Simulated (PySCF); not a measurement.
C3H8B2O2.
Structure used (GFN2-xTB), in Å, numbered top down from 1:
```
atom  x, y, z in Å
C1     2.5164   -0.1389    0.2861
O2     1.2832   -0.8247    0.2156
C3     0.2801   -0.1309   -0.4632
B4    -1.0830   -0.9662   -0.6218
C5    -2.1950   -0.1033    0.0595
B6    -1.3594    1.1797    0.5340
O7    -0.0652    1.0793    0.2333
H8     2.4054    0.8198    0.7999
H9     2.9219    0.0375   -0.7178
H10    3.1904   -0.7833    0.8468
H11    0.6692    0.2075   -1.4481
H12   -1.1509   -1.9965   -1.1572
H13   -2.6365   -0.6328    0.9079
H14   -3.0516    0.1176   -0.5798
H15   -1.7293    2.1433    1.0830
```

The closed-shell ground state was solved at several levels (PySCF, density fitting, gas phase, non-relativistic).

| level | basis functions | total energy (Eh) | HOMO (eV) | LUMO (eV) | gap (eV) | dipole (D) |
| --- | --- | --- | --- | --- | --- | --- |
| CAM-B3LYP/def2-SVPD | 210 | -318.9247 | -9.37 | -0.42 | 8.95 | 0.99 |
| PBE0/pcSseg-1 | 159 | -318.8819 | -7.84 | -1.51 | 6.33 | 0.99 |

(1) Estimate the row for B3LYP/pcJ-1, a basis of 269 functions; the other rows only guide the guess.

(2) Over all these levels, which gives the widest orbital gap and which the narrowest?

(3) How far do the dipole and the HOMO energy spread over the levels?

Results:

(1) Total energy -319.3175 Eh, HOMO -7.59 eV, LUMO -1.73 eV, gap 5.86 eV, dipole 0.99 D.

(2) CAM-B3LYP/def2-SVPD (range-separated hybrid) has the widest, 8.95 eV, and B3LYP/pcJ-1 (global hybrid, 20 % exact exchange) the narrowest, 5.86 eV. Functional and basis both differ between the two, so the spread mixes both effects.

(3) The dipole runs from 0.99 to 0.99 D (mean 0.99 D) and the HOMO from -9.37 to -7.59 eV.

One conformer stands for the species.
